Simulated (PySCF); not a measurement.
C4H6NO, SMILES O=C1CCC[N]1, multiplicity 2. Geometry optimised at PBE-D3(BJ)/def2-SVP. The isomer is the one that the SMILES or the coordinates give; other isomers of the formula were not compared. The values are those of a single conformer.

Give the equilibrium geometry at PBE-D3(BJ)/def2-SVP (PySCF confirms it by a frequency run) as Cartesian coordinates in Å. (The exact figures need the calculation; the answer reports its results.)

This is not unique; one that fits is 
```xyz
12

O      1.9353    -0.6724    -0.5055
C      0.8000    -0.2945    -0.2274
C      0.3937     1.1289     0.1944
C     -1.0327     0.9459     0.7181
C     -1.4748    -0.3545    -0.0031
N     -0.3163    -1.1400    -0.3071
H      0.4303     1.7730    -0.7117
H      1.1212     1.5489     0.9146
H     -1.0256     0.7736     1.8141
H     -1.7072     1.8009     0.5211
H     -1.9796    -0.1226    -0.9797
H     -2.2246    -0.9697     0.5433
```
Charge 0, spin multiplicity 2.
